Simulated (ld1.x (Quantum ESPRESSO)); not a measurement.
Values are calculated unless marked as measured or tabulated.
Pseudopotentials across the periodic table

Generated with ld1.x 7.5 (TM, RRKJ, ultrasoft, PAW), atompaw 4.2 or ONCVPSP 4.0.1. The cutoff is in Ry: for ld1.x and atompaw files where the sum of valence levels is converged to 10 mRy in a Bessel basis, for ONCV files where the hardest occupied wave has 1 mHa per electron of residual kinetic energy. The error is the largest all-electron minus pseudo excitation energy over each file’s own four to seven test configurations (ionisations up to +4, promotions, holes and added fractions of an electron), all of which were solved. The labels leave out finer settings (local radius, basis sizes, second energies), which also bear on the numbers. Spin-polarised tests are not counted. The rows are a selection from randomly drawn settings: files with unsolved tests, undetermined cutoffs or missed reference levels are left out.

A true bound ghost makes a file unfit for plane-wave use even where its test errors are small: the radial tests pick states by their node count and pass the ghost by.

```csv
element,potential,cutoff (Ry),largest error (meV),bound ghosts
Be,"TM, PBE, scalar-relativistic, rc 2.10/4.20/4.30 (spd), local p, core correction yes, reference 2s2 2p0",8,-225,none
Si,"ultrasoft, PBE, scalar-relativistic, rc 1.70/2.15/1.85 (spd), local smoothed, core correction yes, reference 3s1 3p3",10,+3.9,none
Te,"RRKJ, LDA (PZ), scalar-relativistic, rc 1.45/1.75/1.26 (spd), local s, core correction no, reference 4d10 5s2 5p4",100,-204,none
Re,"PAW, PBE, scalar-relativistic, rc 2.60/3.02/1.96 (spd), local smoothed, core correction yes, reference 5d5 6s1.5 6p0",25,-153,none
```

Question: Fill in the row for Zr: TM, LDA (PZ), non-relativistic, rc 3.15/1.75/1.90 (spd), local s, core correction yes, reference 4p6 4d2 5s2 5p0.

Answer: cutoff 40 Ry, largest error -1241 meV, bound ghosts: none.

Question: Fill in the row for Fe: PAW, PBE, scalar-relativistic, rc 2.50/1.35/1.95 (spd), local smoothed, core correction yes, reference 3p6 3d6.5 4s1.5 4p0.

Answer: cutoff 45 Ry, largest error +90 meV, bound ghosts: s.

Question: Fill in the row for S: ultrasoft, LDA (PZ), scalar-relativistic, rc 1.40/1.15 (sp), local smoothed, core correction no, reference 3s2 3p4.

Answer: cutoff 45 Ry, largest error +52 meV, bound ghosts: p.
